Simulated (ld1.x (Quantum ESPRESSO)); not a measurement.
## Configuration tests for Tc (Z = 43) (TM semilocal)

Tc, norm-conserving Troullier–Martins (semilocal form), made with ld1.x (Quantum ESPRESSO) 7.5 (LDA (PZ), scalar-relativistic). Core [Ar] 3d10, reference 4s2 4p6 4d5 5s1.5 5p0 (charge +0.5). Waves: 4s (bound): rc 1.65 bohr; 4d (bound): rc 1.70 bohr; 4p (bound): rc 1.05 bohr. Local part: the p channel. Core correction: none.

Occupied shells without a wave of their own: 5s. They enter only through the test configuration that unscreens the potential.

Energies are relative to the spin-unpolarised reference configuration 4s2 4p6 4d5 5s1.5 5p0; without spin polarisation the order of configurations can differ from experiment. Spin-polarised rows fill each open shell by Hund’s rule, majority spin first.

| valence configuration | charge | ΔE all-electron (eV) | error AE − PS (meV) |
| --- | --- | --- | --- |
| 4s2 4p6 4d5 5s2 5p0 | 0 | -3.407 | +547 |
| 4s2 4p6 4d5 5s1 5p0 | +1 | 5.024 | -695 |
| 4s2 4p6 4d5 5s0 5p0 | +2 | 20.227 | -2613 |
| 4s2 4p6 4d4 5s2 5p1 | 0 | 3.195 | +806 |
| 4s2 4p6 4d6 5s1 5p0 | 0 | -4.273 | -461 |
| 4s2 4p6 4d4 5s2 5p0 | +1 | 8.394 | +826 |
| 4s2 4p6 4d5 5s1.5 5p0 (spin-polarised) | +0.5 | -3.927 | +256 |
| 4s2 4p6 4d5 5s2 5p0 (spin-polarised) | 0 | -6.902 | +708 |

Q: What are ΔE and the potential's error for 4s2 4p6 4d5 5s1 5p1?

A: ΔE = 0.432 eV all-electron; the error (AE − PS) is -556 meV.

These tests converged, but a pseudo level misses the all-electron one widely, so the file describes the atom poorly there or has found another state: 4s2 4p6 4d5 5s0 5p0: empty 5s by 2.3 eV; 4s2 4p6 4d6 5s1 5p0: 5s by 1.0 eV; 4s2 4p6 4d5 5s1 5p1: 5s by 1.3 eV. The 5s level has no wave, so the channel is fitted at the deeper level alone: the likely source of the large errors.

The potential misses its own reference levels by up to 1.2 eV, so it is not fit for use.
